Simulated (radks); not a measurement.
Spherical quantum dot in the effective-mass picture: electrons in a hard-walled sphere of radius 2.58, with a point charge +1 (a donor) at the centre, all in effective atomic units (hartree* = m*/eps^2 hartree, bohr* = eps/m* bohr), one dielectric constant everywhere. Method: non-relativistic Kohn-Sham, PBEsol, spin-polarised, spherical densities; computed with a radial shooting solver with Libxc functionals. Levels are named by radial order and angular momentum (1s, 1p, 1d, 2s, ...), and open shells are averaged over m.

N = 25, configuration 1s2 1p6 1d10 2s(up 1, down 0) 1f(up 6, down 0). This is the lowest configuration that the search found. Occupied and some empty levels:

level    occupation  eigenvalue (hartree*)  <r> (bohr*)
1s up             1                 12.712        1.596
1s down           1                 12.833        1.607
1p up             3                 13.202        1.749
1p down           3                 13.314        1.745
1d up             5                 13.932        1.828
1d down           5                 14.049        1.824
2s up             1                 14.664        1.076
1f up             6                 14.900        1.886
2s down           0                 14.910        1.101
1f down           0                 15.021        1.884
1g up             0                 16.090        1.934
1g down           0                 16.215        1.932
2p up             0                 16.417        1.317
2p down           0                 16.550        1.333
2d up             0                 18.106        1.457
2d down           0                 18.204        1.462

Energy (hartree*): total 193.863, kinetic 65.566, external -15.556, Hartree 160.23, exchange-correlation -16.381.
